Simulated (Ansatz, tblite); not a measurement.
Forces on the cluster Mg4Zn2⁺ at its r2SCAN/def2-SVP geometry. Total charge 1; doublet.

The xTB rows come from tblite. Another isomer (doublet) lies 0.24 eV lower at PBE0/def2-TZVP; other spin states weren't run for this one.

GFN1-xTB (tblite), largest force 0.68 eV/Å:

```xyz
6
positions Å, forces eV/Å
Mg    0.448    1.845   -1.005    0.051    0.159   -0.108
Mg    1.944   -0.059    0.923    0.185   -0.019    0.064
Mg    0.421   -1.290   -1.606   -0.066   -0.199   -0.145
Mg   -2.244   -2.361   -0.605    0.016   -0.310   -0.322
Zn   -0.845   -0.080    0.577   -0.568   -0.150    0.297
Zn    0.275    1.944    1.717    0.382    0.520    0.215
```

GFN2-xTB (tblite), largest force 1.21 eV/Å:

```
Mg -0.007 0.075 -0.492
Mg 0.335 -0.373 -0.056
Mg 0.119 -0.155 -0.243
Mg 0.066 -0.301 -0.351
Zn -0.830 -0.193 0.461
Zn 0.318 0.947 0.682
```

PBE/def2-TZVP (Ansatz), largest force 0.45 eV/Å:

```
Mg 0.006 0.064 -0.215
Mg 0.168 -0.155 -0.011
Mg 0.028 -0.035 -0.052
Mg -0.015 -0.067 -0.055
Zn -0.217 -0.145 0.031
Zn 0.031 0.338 0.302
```
